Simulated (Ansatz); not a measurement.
Geometry optimisation, Ansatz 0.2.0, RKS PBE0/def2-SVP.

Input:

```yaml
crystal:
  periodic: [false, false, false]
  atoms:
    - { symbol: B, position_ang: [0.059934, -0.621658, -0.212815] }
    - { symbol: H, position_ang: [0.01697, 0.48318, 1.913264] }
    - { symbol: F, position_ang: [1.149679, 0.105431, -0.384847] }
    - { symbol: F, position_ang: [-1.079778, -0.10053, -0.632337] }
    - { symbol: P, position_ang: [0.099902, -2.351187, 0.608575] }
    - { symbol: H, position_ang: [-0.634731, -3.019443, -0.414534] }
    - { symbol: H, position_ang: [1.391232, -2.719855, 0.129043] }
    - { symbol: H, position_ang: [-0.106209, -0.198339, 2.105953] }
basis:
  gaussian: { orbitals: def2-SVP }
hamiltonian:
  xc: pbe0
relax:
  f_tol: 0.03
  max_steps: 50
```

Launched with:

```bash
$ ansatz run input.yaml --threads 1 --pin off --max-ram 2048MiB --backend cpu --events-out ev --progress --plain --runs-dir out
```

Where does it end, and by what steps?

The forces met the threshold. The force dipped under the threshold on the way, but the program's further checks kept it going. After 21 steps the energy has fallen by 0.166 eV; H8 moved furthest, 0.87 Å.

| step | energy less start (eV) | largest force component (eV/Å) | accepted |
| --- | --- | --- | --- |
| 0 | 0.0000 | 1.750 | yes |
| 1 | -0.0862 | 0.670 | yes |
| 2 | -0.1409 | 0.501 | yes |
| 3 | -0.1495 | 0.551 | yes |
| 4 | -0.1553 | 0.504 | yes |
| 5 | -0.1588 | 0.398 | yes |
| 6 | -0.1613 | 0.230 | yes |
| 7 | -0.1576 | 0.522 | no |
| 8 | -0.1635 | 0.026 | yes |
| 9 | -0.1625 | 0.187 | no |
| 10 | -0.1639 | 0.029 | yes |
| 11 | -0.1642 | 0.070 | yes |
| 12 | -0.1644 | 0.068 | yes |
| 13 | -0.1647 | 0.104 | yes |
| 14 | -0.1650 | 0.075 | yes |
| 15 | -0.1650 | 0.073 | yes |
| 16 | -0.1651 | 0.083 | yes |
| 17 | -0.1649 | 0.160 | no |
| 18 | -0.1657 | 0.024 | yes |
| 19 | -0.1658 | 0.058 | yes |
| 20 | -0.1660 | 0.037 | yes |
| 21 | -0.1662 | 0.027 | yes |

```xyz
8
Properties=species:S:1:pos:R:3
B 0.049 -0.786 -0.341
H 0.191 0.831 2.291
F 1.084 0.030 -0.294
F -1.078 -0.298 -0.824
P 0.138 -2.564 0.384
H -0.610 -3.180 -0.659
H 1.425 -2.869 -0.143
H -0.301 0.415 2.698
```

Whether the end is a true minimum wasn't checked by a vibrational analysis.

Run time: 33 s on 1 thread of AMD EPYC 9R45 96-Core Processor (Zen 5), with other jobs on the host, peak memory 0.17 GiB.
